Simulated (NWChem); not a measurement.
C3H3NOSi; SMILES C#C[SiH2]OC#N

```xyz
9

C      1.3793    -2.3906    -0.1075
C      0.4176    -1.6539     0.0030
Si    -1.0147    -0.5484     0.1816
O     -0.6216     0.9870    -0.4764
C      0.3009     1.7835    -0.0893
N      1.1260     2.5323     0.2388
H      2.2325    -3.0400    -0.2062
H     -1.3608    -0.3555     1.6117
H     -2.1612    -0.9839    -0.6450
```
Atoms are numbered in this order, from 1.

Computed with NWChem. Coordinates come from a PBE0/def2-SVP optimisation.

Predict the results for PBE0/def2-TZVP. Quantities: highest occupied level (eV); orbital gap (eV); dipole (D).


```yaml
highest occupied level (eV): -8.64
orbital gap (eV): 7.07
dipole (D): 5.00
```
